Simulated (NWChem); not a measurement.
System meant: CdNH$_{2}$Br; SMILES [NH2][Cd][Br]

The following NWChem deck was run.

```
start job
memory heap 200 mb stack 900 mb global 1100 mb
geometry units angstroms noautoz
  Cd     0.400233    -0.541620     0.011729
  Br    -0.307586     1.764551     0.031530
  N      1.144157    -2.409091     0.010335
  H      1.100901    -2.838629    -0.913792
  H      0.631724    -3.031917     0.634700
end
basis spherical
  * library def2-svp
end
dft
  xc b3lyp
  iterations 150
  mulliken
end
task dft energy
```

End of the output:

```
             Northwest Computational Chemistry Package (NWChem) 7.3.0
             --------------------------------------------------------

 C1  symmetry detected

                             Geometry "geometry" -> ""
                             -------------------------

 Output coordinates in angstroms (scale by  1.889725989 to convert to a.u.)

  No.       Tag          Charge          X              Y              Z
 ---- ---------------- ---------- -------------- -------------- --------------
    1 Cd                  48.0000    -0.00714084    -0.71246445    -0.01327565
    2 Br                  35.0000     0.00361387     1.69981106     0.01193726
    3 N                    7.0000     0.02609971    -2.71767567     0.12418644
    4 H                    1.0000     0.83088071    -3.12179560    -0.35477005
    5 H                    1.0000    -0.79730352    -3.14956801    -0.29510773

 Effective nuclear repulsion energy (a.u.)     521.1540306252

                                 NWChem DFT Module
                                 -----------------

 Summary of "ao basis" -> "ao basis" (spherical)
 ------------------------------------------------------------------------------
       Tag                 Description            Shells   Functions and Types
 ---------------- ------------------------------  ------  ---------------------
 Cd                         def2-svp                11       31   5s3p2d1f
 Br                         def2-svp                12       32   5s4p3d
 N                          def2-svp                 6       14   3s2p1d
 H                          def2-svp                 3        5   2s1p

            General Information
            -------------------
          SCF calculation type: DFT
          Wavefunction type:  closed shell.
          No. of atoms     :     5
          No. of electrons :    92
           Alpha electrons :    46
            Beta electrons :    46
          Charge           :     0
          Spin multiplicity:     1
          Use of symmetry is: off; symmetry adaption is: off
          Maximum number of iterations: 150
          AO basis - number of functions:    87
                     number of shells:    35
          Convergence on energy requested:  1.00D-06
          Convergence on density requested:  1.00D-05
          Convergence on gradient requested:  5.00D-04

              XC Information
              --------------
                         B3LYP Method XC Potential
                     Hartree-Fock (Exact) Exchange  0.200
                        Slater Exchange Functional  0.800 local
                    Becke 1988 Exchange Functional  0.720 non-local
              Lee-Yang-Parr Correlation Functional  0.810
                  VWN I RPA Correlation Functional  0.190 local

             Grid Information
             ----------------
          Grid used for XC integration:  medium
          Radial quadrature: Mura-Knowles
          Angular quadrature: Lebedev.
          Tag              B.-S. Rad. Rad. Pts. Rad. Cut. Ang. Pts.
          ---              ---------- --------- --------- ---------
          Cd                  1.55      123           9.0       590
          Br                  1.15      112          12.0       590
          N                   0.65       49          11.0       434
          H                   0.35       45          12.0       434
          Grid pruning is: on
          Number of quadrature shells:   374
          Spatial weights used:  Erf1

      Superposition of Atomic Density Guess
      -------------------------------------

 Sum of atomic energies:       -3835.54836241

      Non-variational initial energy
      ------------------------------

 Total energy =   -3840.409400
 1-e energy   =   -6364.885306
 2-e energy   =    2003.321876
 HOMO         =      -1.080085
 LUMO         =      -0.908044

     ---------------------------------------------
      Total Density - Mulliken Population Analysis
     ---------------------------------------------

    Atom       Charge   Shell Charges
 -----------   ------   -------------------------------------------------------
    1 Cd  48    55.84   2.00  2.01  2.04  2.74 -0.52  6.02  6.91 -0.35 10.03 10.96 14.00
    2 Br  35    29.39   2.00  2.00  2.00  1.00  0.90  6.00  5.97  0.21 -0.44  8.21  1.75 -0.20
    3 N    7     6.04   1.99  0.97  0.45  2.02  0.60 -0.00
    4 H    1     0.37   0.35  0.00  0.02
    5 H    1     0.37   0.35  0.00  0.02

[...]
```

**Question.** What is wrong, and how is it mended?

**Answer.** The run ends normally but its numbers are meaningless: the def2 basis of a heavy element holds valence functions alone and wants its effective core potential (without it all electrons must fit into that basis). This input runs:
```
start job
memory heap 200 mb stack 900 mb global 1100 mb
geometry units angstroms noautoz
  Cd     0.400233    -0.541620     0.011729
  Br    -0.307586     1.764551     0.031530
  N      1.144157    -2.409091     0.010335
  H      1.100901    -2.838629    -0.913792
  H      0.631724    -3.031917     0.634700
end
basis spherical
  * library def2-svp
end
ecp
  Cd library def2-ecp
end
dft
  xc b3lyp
  iterations 150
  mulliken
end
task dft energy
```
It converges to -2797.61235 Ha (B3LYP/def2-SVP with def2 effective core potentials on Cd). The faulty run gave -3945.033 Ha, with all electrons squeezed into the valence basis.
